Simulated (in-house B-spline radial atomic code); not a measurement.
Ionisation energies along the 6-electron series, configuration [He] 2s2 2p2, as differences of self-consistent energies. Dirac energy differences include first-order Breit, QED and recoil terms. NIST's values go from ground level to ground level; the uncertainty of those that are theory runs from under 0.1 % in few-electron ions to several per cent in heavy many-electron ones. Computed with a radial B-spline atomic code at the basis-set limit: Dirac-Hartree-Fock, average of the configuration, finite nuclei.

| ion | configuration after | ionisation energy (eV) | IE/(q+1)² (eV) | Breit and QED recoil part (eV) | tabulated value (eV) | tabulated kind | computed minus tabulated (eV) |
| --- | --- | --- | --- | --- | --- | --- | --- |
| C | [He] 2s2 2p1 | 10.0 | 9.995 | -6.5256e-05 | 11.26029 | measured | -1.3 |
| N+ | [He] 2s2 2p1 | 28.1 | 7.0163 | -0.0016641 | 29.60125 | semi-empirical | -1.5 |
| O2+ | [He] 2s2 2p1 | 53.2 | 5.9061 | -0.0046498 | 54.93554 | semi-empirical | -1.8 |
| F3+ | [He] 2s2 2p1 | 85.2 | 5.323 | -0.0093319 | 87.175 | semi-empirical | -2.0 |
| Ne4+ | [He] 2s2 2p1 | 124.1 | 4.9624 | -0.016144 | 126.247 | measured | -2.2 |
| Mg6+ | [He] 2s2 2p1 | 222.4 | 4.5391 | -0.037384 | 225.02 | semi-empirical | -2.6 |
| Al7+ | [He] 2s2 2p1 | 281.9 | 4.4041 | -0.052505 | 284.64 | semi-empirical | -2.8 |
| Si8+ | [He] 2s2 2p1 | 348.2 | 4.2982 | -0.071283 | 351.28 | semi-empirical | -3.1 |
| P9+ | [He] 2s2 2p1 | 421.3 | 4.2129 | -0.093828 | 424.4 | semi-empirical | -3.1 |
| S10+ | [He] 2s2 2p1 | 501.3 | 4.1428 | -0.1208 | 504.55 | semi-empirical | -3.3 |
| Cl11+ | [He] 2s2 2p1 | 588.1 | 4.0842 | -0.15227 | 591.58 | semi-empirical | -3.5 |
| Ar12+ | [He] 2s2 2p1 | 681.8 | 4.0345 | -0.1886 | 685.5 | semi-empirical | -3.7 |

Where a p, d or f electron is removed, the computed value is a mean over both j, so it misses the tabulated one by a part of the spin-orbit splitting; averaging over terms and missing correlation add to the gap, relatively most at low charge.
